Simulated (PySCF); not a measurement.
Isomers of C4H14O2Si3, one GFN2-xTB conformer each. Single-point energies are computed at PBE0/pcSseg-1 (PySCF, gas phase, no added dispersion term), electronic only.

```json
{"SMILES": "CC(C)[Si@@H]([SiH3])OC(=O)[SiH3]", "GFN2-xTB relative energy (kcal/mol)": "56.2"}
{"SMILES": "O[Si@@H](O[SiH3])[C@H]([SiH3])C1CC1", "GFN2-xTB relative energy (kcal/mol)": "0.0"}
{"SMILES": "CCC(=O)O[Si@H]([SiH3])C[SiH3]", "GFN2-xTB relative energy (kcal/mol)": "50.5"}
{"SMILES": "OC[C@@H]1C[SiH2]O[Si@@H]1C[SiH3]", "GFN2-xTB relative energy (kcal/mol)": "32.0"}
{"SMILES": "C[Si@@]1(CC[SiH3])CO[SiH2]O1", "GFN2-xTB relative energy (kcal/mol)": "2.0"}
{"SMILES": "O=C(O)CCC([SiH3])([SiH3])[SiH3]", "GFN2-xTB relative energy (kcal/mol)": "85.1"}
{"SMILES": "OC[C@@H]1C[SiH2]O[Si@H]1C[SiH3]", "GFN2-xTB relative energy (kcal/mol)": "32.2"}
```

Conformers: `[CH3:1][CH:2]([CH3:3])[Si@@H:4]([SiH3:5])[O:6][C:7](=[O:8])[SiH3:9]` with C1–C2–Si4–Si5 65°, C2–Si4–O6–C7 -137°, Si4–O6–C7–O8 1°; `[OH:1][Si@@H:2]([O:3][SiH3:4])[C@H:5]([SiH3:6])[CH:7]1[CH2:8][CH2:9]1` with H–O1–Si2–O3 45°, O1–Si2–O3–Si4 166°, O1–Si2–C5–Si6 -173°, Si2–C5–C7–C8 167°; `[CH3:1][CH2:2][C:3](=[O:4])[O:5][Si@H:6]([SiH3:7])[CH2:8][SiH3:9]` with C1–C2–C3–O4 2°, C2–C3–O5–Si6 -179°, C3–O5–Si6–Si7 -4°, O5–Si6–C8–Si9 -167°; `[OH:1][CH2:2][C@@H:3]1[CH2:4][SiH2:5][O:6][Si@@H:7]1[CH2:8][SiH3:9]` with H–O1–C2–C3 60°, O1–C2–C3–C4 57°, O6–Si7–C8–Si9 179°, C2–C3–C4–Si5 -86°, C3–C4–Si5–O6 -24°, C4–Si5–O6–Si7 1°, Si5–O6–Si7–C8 139°; `[CH3:1][Si@@:2]1([CH2:3][CH2:4][SiH3:5])[CH2:6][O:7][SiH2:8][O:9]1` with C1–Si2–C3–C4 53°, Si2–C3–C4–Si5 179°; `[O:1]=[C:2]([OH:3])[CH2:4][CH2:5][C:6]([SiH3:7])([SiH3:8])[SiH3:9]` with O1–C2–O3–H 1°, O1–C2–C4–C5 -88°, C2–C4–C5–C6 179°; `[OH:1][CH2:2][C@@H:3]1[CH2:4][SiH2:5][O:6][Si@H:7]1[CH2:8][SiH3:9]` with H–O1–C2–C3 58°, O1–C2–C3–C4 61°, O6–Si7–C8–Si9 56°, C2–C3–C4–Si5 -155°, C3–C4–Si5–O6 23°, C4–Si5–O6–Si7 -8°, Si5–O6–Si7–C8 -125°.

Task: What does PBE0/pcSseg-1 give for the same structures?

Result: 
```json
{"SMILES": "C[Si@@]1(CC[SiH3])CO[SiH2]O1", "PBE0/pcSseg-1 E (Eh)": "-1179.10853", "PBE0/pcSseg-1 (kcal/mol)": "0.0", "GFN2-xTB (kcal/mol)": "2.0", "point group": "C1"}
{"SMILES": "O[Si@@H](O[SiH3])[C@H]([SiH3])C1CC1", "PBE0/pcSseg-1 E (Eh)": "-1179.07616", "PBE0/pcSseg-1 (kcal/mol)": "20.3", "GFN2-xTB (kcal/mol)": "0.0", "point group": "C1"}
{"SMILES": "OC[C@@H]1C[SiH2]O[Si@H]1C[SiH3]", "PBE0/pcSseg-1 E (Eh)": "-1179.07237", "PBE0/pcSseg-1 (kcal/mol)": "22.7", "GFN2-xTB (kcal/mol)": "32.2", "point group": "C1"}
{"SMILES": "OC[C@@H]1C[SiH2]O[Si@@H]1C[SiH3]", "PBE0/pcSseg-1 E (Eh)": "-1179.07191", "PBE0/pcSseg-1 (kcal/mol)": "23.0", "GFN2-xTB (kcal/mol)": "32.0", "point group": "C1"}
{"SMILES": "CCC(=O)O[Si@H]([SiH3])C[SiH3]", "PBE0/pcSseg-1 E (Eh)": "-1179.04667", "PBE0/pcSseg-1 (kcal/mol)": "38.8", "GFN2-xTB (kcal/mol)": "50.5", "point group": "C1"}
{"SMILES": "CC(C)[Si@@H]([SiH3])OC(=O)[SiH3]", "PBE0/pcSseg-1 E (Eh)": "-1179.02245", "PBE0/pcSseg-1 (kcal/mol)": "54.0", "GFN2-xTB (kcal/mol)": "56.2", "point group": "C1"}
{"SMILES": "O=C(O)CCC([SiH3])([SiH3])[SiH3]", "PBE0/pcSseg-1 E (Eh)": "-1178.99539", "PBE0/pcSseg-1 (kcal/mol)": "71.0", "GFN2-xTB (kcal/mol)": "85.1", "point group": "C1"}
```

GFN2-xTB puts O[Si@@H](O[SiH3])[C@H]([SiH3])C1CC1 lowest instead; measured from each level's own lowest isomer, the values differ by up to 20.3 kcal/mol (O[Si@@H](O[SiH3])[C@H]([SiH3])C1CC1: 0.0 against 20.3). As drawn, the lowest has an Si–O bond, which the highest lacks; the highest has a C=O bond, an O–H bond and a C(=O)–O unit, which the lowest lacks. Neighbours under 2.5 kcal/mol apart (O[Si@@H](O[SiH3])[C@H]([SiH3])C1CC1 and OC[C@@H]1C[SiH2]O[Si@H]1C[SiH3]; OC[C@@H]1C[SiH2]O[Si@H]1C[SiH3] and OC[C@@H]1C[SiH2]O[Si@@H]1C[SiH3]) can change places with a better method, another conformer or zero-point energy. OC[C@@H]1C[SiH2]O[Si@H]1C[SiH3] and OC[C@@H]1C[SiH2]O[Si@@H]1C[SiH3] are stereoisomers, 0.3 kcal/mol apart in the conformers taken.

Task: Which frontier levels, dipoles and rotational constants go with these structures?

Result: 
```json
{"SMILES": "C[Si@@]1(CC[SiH3])CO[SiH2]O1", "HOMO (eV, PBE0/pcSseg-1)": "-7.66", "LUMO (eV)": "0.41", "dipole (D)": "1.42", "A, B, C (MHz)": "1992, 445.4, 423.7"}
{"SMILES": "O[Si@@H](O[SiH3])[C@H]([SiH3])C1CC1", "HOMO (eV, PBE0/pcSseg-1)": "-7.51", "LUMO (eV)": "0.27", "dipole (D)": "0.87", "A, B, C (MHz)": "1579, 600.4, 466.4"}
{"SMILES": "OC[C@@H]1C[SiH2]O[Si@H]1C[SiH3]", "HOMO (eV, PBE0/pcSseg-1)": "-7.85", "LUMO (eV)": "0.32", "dipole (D)": "1.32", "A, B, C (MHz)": "1195, 738.5, 565.6"}
{"SMILES": "OC[C@@H]1C[SiH2]O[Si@@H]1C[SiH3]", "HOMO (eV, PBE0/pcSseg-1)": "-7.90", "LUMO (eV)": "0.34", "dipole (D)": "1.48", "A, B, C (MHz)": "1721, 646.2, 569.0"}
{"SMILES": "CCC(=O)O[Si@H]([SiH3])C[SiH3]", "HOMO (eV, PBE0/pcSseg-1)": "-7.96", "LUMO (eV)": "-0.22", "dipole (D)": "2.40", "A, B, C (MHz)": "1819, 466.9, 391.2"}
{"SMILES": "CC(C)[Si@@H]([SiH3])OC(=O)[SiH3]", "HOMO (eV, PBE0/pcSseg-1)": "-7.69", "LUMO (eV)": "-0.81", "dipole (D)": "2.33", "A, B, C (MHz)": "1278, 634.4, 445.6"}
{"SMILES": "O=C(O)CCC([SiH3])([SiH3])[SiH3]", "HOMO (eV, PBE0/pcSseg-1)": "-8.09", "LUMO (eV)": "0.01", "dipole (D)": "1.50", "A, B, C (MHz)": "1328, 520.0, 499.0"}
```

Task: As an exercise, what shares would exp(−E/RT) give at 2000 K from these electronic energies alone (no entropy, no degeneracies)?

Result: RT = 3.974 kcal/mol: C[Si@@]1(CC[SiH3])CO[SiH2]O1 98.8 %, O[Si@@H](O[SiH3])[C@H]([SiH3])C1CC1 0.6 %, OC[C@@H]1C[SiH2]O[Si@H]1C[SiH3] 0.3 %, OC[C@@H]1C[SiH2]O[Si@@H]1C[SiH3] 0.3 %, CCC(=O)O[Si@H]([SiH3])C[SiH3] under 0.1 %, CC(C)[Si@@H]([SiH3])OC(=O)[SiH3] under 0.1 %, O=C(O)CCC([SiH3])([SiH3])[SiH3] under 0.1 %.
